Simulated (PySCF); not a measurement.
## `C/C([SiH3])=C(/C)C(=O)Br`, C5H9BrOSi

Geometry (Å), atoms numbered from 1 in this order:
```xyz
17

C     0.6258    1.8134    0.5170
C     0.4394    0.3696    0.1882
Si    1.9311   -0.7690    0.5200
C    -0.7235   -0.1218   -0.3035
C    -0.9186   -1.5657   -0.6487
C    -1.8467    0.7824   -0.4736
O    -1.8905    1.9685   -0.4466
Br   -3.6104   -0.1385   -0.7382
H    -0.1915    2.1940    1.1303
H     0.6228    2.4075   -0.3979
H     1.5645    1.9852    1.0364
H     2.9760    0.0430    1.1428
H     1.5264   -1.8414    1.4296
H     2.4134   -1.3083   -0.7534
H    -1.5476   -2.0558    0.0942
H    -1.4109   -1.6652   -1.6148
H     0.0331   -2.0856   -0.6918
```

Theory: GIAO B3LYP/pcSseg-1 magnetisability, rotational g tensor and spin-rotation constants, non-relativistic, gas phase in PySCF 2.14.0. Geometry: GFN2-xTB.

The calculation is non-relativistic, which matters for the atoms heavier than Zn.

(1) Give the nuclear spin-rotation constants along the inertial axes (H = +C I·J) beside the isotropic shieldings.

(2) How do the rotational constants and the g tensor change when H9, H10, H11, H12, H13, H14, H15, H16, H17 are replaced by deuterium?

Results:

(1) Rotational constants 2.5284, 0.5521, 0.4615 GHz. A star marks the isotopologue with that one atom substituted, in its own axes.
```tsv
atom	isotope	Caa (kHz)	Cbb (kHz)	Ccc (kHz)	mean (kHz)	σ (ppm)
Br8	79Br	2.923	1.868	1.375	2.055	1483.4
H9	1H	-0.143	-0.040	-0.022	-0.069	29.1
H10	1H	-0.261	-0.038	-0.005	-0.101	29.3
H11	1H	0.042	-0.051	-0.050	-0.020	29.6
H12	1H	-0.004	-0.029	-0.044	-0.026	27.8
H13	1H	-0.238	-0.018	-0.008	-0.088	27.4
H14	1H	-0.230	-0.037	0.006	-0.087	27.4
H15	1H	-0.223	-0.040	-0.009	-0.090	29.1
H16	1H	-0.142	-0.048	-0.016	-0.069	29.1
H17	1H	-0.025	-0.035	-0.057	-0.039	30.1
C1	13C*	0.475	0.085	0.075	0.211	151.2
C2	13C*	1.253	0.290	0.062	0.535	9.3
Si3	29Si*	-1.323	-0.301	-0.291	-0.638	402.1
C4	13C*	0.906	0.269	0.087	0.421	35.8
C5	13C*	0.407	0.087	0.080	0.191	153.9
C6	13C*	1.342	0.185	0.159	0.562	-4.2
O7	17O*	-1.483	-0.526	-0.086	-0.699	-305.5
```
For the geometry as given, no vibrational averaging.

(2) Constants 2.1177, 0.5126, 0.4242 GHz; g -0.0375, -0.0097, -0.0055, against -0.0447, -0.0102, -0.0058 before.
